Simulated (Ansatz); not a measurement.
Relaxed structures of CH5NSn, singlet (PBE0-D4/def2-TZVP; forces vanish, vibrations not checked; lower isomers may exist, and structures with a doubtful reference or unclear bonds are left out; Å). Computed with Ansatz 0.2.0 (basis: def2-TZVPP); correlated methods freeze the cores. Filled d shells of the heavier atoms are correlated. Core potentials replace the inner electrons of the atoms past krypton. The def2 sets are not built for correlating such inner shells, so the correlated values are less sure here.

Task: Rank them by CCSD(T) energy, lowest first, and give each one's height above the lowest. Links in brackets join atoms within 1.22 times the sum of their covalent radii (1.1 for two metals). (An estimate is asked for; the value comes from the calculation.)
A.
CH₅NSn ([NH2][C][SnH3])
```
8
angstrom
C -0.4935 -0.5785 -0.9503
N -1.1066 0.5566 -1.0983
Sn 0.8389 -0.5431 0.7650
H -1.7624 0.6733 -1.8670
H -1.0164 1.3948 -0.5173
H 0.7652 1.0076 1.5339
H 2.4430 -0.8404 0.2647
H 0.3778 -1.7430 1.8873
```
B.
CH₅NSn ([CH][NH][SnH3])
```
8
angstrom
C -1.2929 0.5458 -1.0138
N -0.5841 -0.4689 -0.6110
Sn 0.8839 -0.5242 0.8921
H -0.7730 -1.3418 -1.0925
H -0.9953 1.4336 -0.4144
H 0.8692 1.0840 1.4405
H 2.3716 -0.9838 0.1938
H 0.4108 -1.6488 2.0853
```
C.
CH₅NSn ([CH2][N][SnH3])
```
8
angstrom
C -1.0863 0.5513 -1.0750
N -0.4337 -0.4949 -0.8274
Sn 0.8436 -0.5201 0.7835
H -1.7709 0.5716 -1.9346
H -1.0437 1.4909 -0.4974
H 0.7751 1.0138 1.5489
H 2.4017 -0.8504 0.1806
H 0.3142 -1.7622 1.8215
```

Result: By the calculation: C (0.000 eV), B (1.492 eV), A (1.660 eV). Heights count from the lowest.

The T1 diagnostic stays at or below 0.018.

For scale, one of the runs: CCSD(T)/def2-TZVPP, 182 basis functions, launched by `ansatz run in.yaml --threads 2 --pin off --events-out ev --progress --plain --max-ram 4352MiB`. The run took 85 s on 2 CPU threads of an Arm Neoverse V2 (shared host), with 2 GiB of host memory at its peak.
